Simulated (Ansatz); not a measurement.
C2H7BFNSi can be A, `C=CB(N)[SiH2]F`, or B, `NB(F)/C=C/[SiH3]`.

Gas-phase electronic energies from Ansatz, PBE0-D4/def2-TZVP geometries. CCSD(T)/CBS is the MP2 limit (def2-TZVPP, def2-QZVPP) plus CCSD(T) − MP2 in def2-TZVPP, frozen cores. Functionals use def2-TZVPP. B3LYP here is the variant with VWN-RPA as its local correlation; programs differ in this. Each species was taken in one conformer, which may not be the lowest.

Which isomer does CCSD(T)/CBS put lower? Give the gap. (Best estimate.)

Computed: B, by 29.9 kJ/mol.

Give E(B) − E(A) in kJ/mol with PBE-D4, HF/def2-TZVPP, CCSD(T)/def2-TZVPP, B3LYP, CCSD/def2-TZVPP, B2PLYP, MP2/def2-TZVPP. (Best estimate.)

Ansatz gave: PBE-D4 -29.7, HF/def2-TZVPP -44.3, CCSD(T)/def2-TZVPP -33.8, B3LYP -34.4, CCSD/def2-TZVPP -34.6, B2PLYP -34.5, MP2/def2-TZVPP -34.3. None reverses the order clearly.

Largest T1 diagnostic: 0.013.

From PBE to PBE0 (25 % exact exchange), in def2-TZVPP and without D4, E(B) − E(A) moves by −3.1 kJ/mol. In def2-TZVPP, CCSD(T) changes the Hartree–Fock value by +10.5 kJ/mol (the triples alone add +0.8 kJ/mol) and MP2 by +10.0 kJ/mol.
